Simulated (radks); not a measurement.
The numbers below are computed, except where a source is named.
Ar III, configuration [Ne] 3p6 (not the ground configuration). Code: a radial shooting solver on a logarithmic mesh with Libxc functionals. Model: non-relativistic Kohn-Sham, r2SCAN, spin-polarised, spherical densities, point nucleus; meta-GGA in the generalised Kohn-Sham scheme.

Normalised radial functions P(r) = r R(r), r in bohr:

```
   r/bohr * 2s, o 3p (the largest magnitude, 1.62, reaches the edge; | marks zero, & curves that meet)
  0.00914                             o    *
  0.01031                             o     *
  0.01162                             o      *
   0.0131                             o      *
  0.01477                             o       *
  0.01652                             o        *
  0.01863                             o        *
    0.021                             o         *
  0.02368                             o          *
   0.0267                             |o         *
   0.0301                             |o          *
  0.03367                             |o          *
  0.03796                             |o           *
   0.0428                             |o           *
  0.04826                             | o          *
  0.05441                             | o         *
  0.06086                             | o         *
  0.06862                             |  o       *
  0.07737                             |  o     *
  0.08724                             |   o  *
  0.09836                             |   o*
   0.1109                             | *  o
    0.124                           * |    o
   0.1399                        *    |     o
   0.1577                    *        |     o
   0.1778               *             |      o
   0.2005            *                |      o
    0.226        *                    |      o
   0.2528     *                       |      o
    0.285   *                         |      o
   0.3214  *                          |     o
   0.3624  *                          |    o
   0.4086   *                         |  o
    0.457     *                       |o
   0.5152        *                   o|
   0.5809            *            o   |
    0.655               *       o     |
   0.7385                   *o        |
   0.8327                  o   *      |
   0.9314                o       *    |
     1.05               o          *  |
    1.184              o            * |
    1.335              o             *|
    1.505               o             *
    1.697                 o           *
    1.898                  o          *
     2.14                    o        *
    2.413                      o      *
    2.721                        o    *
    3.068                          o  *
    3.459                           o *
    3.869                            o*
    4.362                            o*
    4.918                             &
```

2s: eigenvalue -332.85 eV, 1 radial node at r = 0.118 bohr, <r> = 0.414 bohr, 90 % of the charge inside 0.646 bohr. 3p: eigenvalue -36.838 eV, 1 radial node at r = 0.485 bohr, <r> = 1.46 bohr, 90 % of the charge inside 2.23 bohr.
